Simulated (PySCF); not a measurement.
GeH3I. Atoms are numbered in the order given.

```xyz
5

Ge     0.0000     0.0000     1.4983
I      0.0000     0.0000    -1.0156
H      1.2650     0.7304     1.9595
H     -1.2650     0.7304     1.9595
H      0.0000    -1.4608     1.9595
```

The structure is a stationary point at PBE0-D3(BJ)/def2-TZVP. The def2 effective core potentials stand for the cores of I; spin–orbit coupling is left out.

These are B3LYP/def2-TZVPD (PySCF) values and carry that method's errors.

Symmetry labels are those of the subgroup Cs that the program uses (full group C3v).

Computed valence orbital energies around the gap with their symmetry:
```tsv
orbital	symmetry	energy (eV)
HOMO−7	A'	-33.69
HOMO−6	A'	-19.09
HOMO−5	A'	-15.40
HOMO−4	A'	-10.18
HOMO−3	A"	-10.18
HOMO−2	A'	-9.18
HOMO−1	A"	-7.34
HOMO	A'	-7.34
LUMO	A'	-1.45
LUMO+1	A'	-0.25
LUMO+2	A"	0.55
LUMO+3	A'	0.55
```
